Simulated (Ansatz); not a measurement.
`C[CH](C)[Cd][NH2]`, charge 0, multiplicity 1.

**Question.** Give a relaxed structure at PBE0-D4/def2-TZVP (Ansatz). (An estimate is asked.)

**Answer.** Computed: 
```xyz
14

C    -1.043   -0.877   -1.183
C    -0.649    0.296   -0.294
C    -1.475    0.314    0.986
Cd    1.438    0.323    0.108
N     3.407    0.197    0.557
H    -2.118   -0.851   -1.405
H    -0.514   -0.873   -2.140
H    -0.843   -1.839   -0.702
H    -0.844    1.224   -0.842
H    -1.302   -0.577    1.597
H    -1.261    1.185    1.611
H    -2.549    0.335    0.755
H     4.020    0.235   -0.248
H     3.733    0.908    1.201
```
Point group Cs.
This is one stationary point; other conformers may exist.
